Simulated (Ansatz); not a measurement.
Basis sets compared for GaCl₃ (the lowest singlet isomer of a short search). The state is a singlet with charge 0. Geometry PBE0-D4/def2-SVP. Ansatz on 4 threads of Arm Neoverse V1 on a shared host; times are rough, and most runs start from earlier orbitals.

```xyz
4

Ga    0.0002   -0.0001    0.0004
Cl    1.9087   -0.2035    0.9027
Cl   -0.3074    1.4531   -1.5139
Cl   -1.6015   -1.2496    0.6109
```

The structure comes from a short search, and lower isomers may exist.

Binding counts from free atoms (Ga doublet, Cl doublet) in the same basis, without a counterpoise term.

```
              level  functions  energy (Eh)  HOMO (eV)  LUMO (eV)  binding per atom (eV)  wall time
    PBE-D4/def2-SVP         86   -3304.0867      -7.82      -2.80                   2.91     0.65 s
   PBE-D4/def2-TZVP        159   -3304.8146      -8.01      -2.98                   2.89      1.2 s
r2SCAN-D4/def2-TZVP        159   -3305.5685      -8.40      -2.72                   2.91        3 s
   PBE0-D4/def2-SVP         86   -3304.2432      -9.31      -1.89                   2.87        1 s
  PBE0-D4/def2-TZVP        159   -3304.9653      -9.46      -2.04                   2.86      1.9 s
```

Q: Estimate the rows for PBE-D4/def2-TZVPD, r2SCAN-D4/def2-TZVPD, PBE0-D4/def2-TZVPD.

A: 
```
               level  functions  energy (Eh)  HOMO (eV)  LUMO (eV)  binding per atom (eV)  wall time
   PBE-D4/def2-TZVPD        192   -3304.8166      -8.08      -3.10                   2.88        2 s
r2SCAN-D4/def2-TZVPD        192   -3305.5699      -8.43      -2.79                   2.91      4.3 s
  PBE0-D4/def2-TZVPD        192   -3304.9668      -9.50      -2.17                   2.86      3.1 s
```
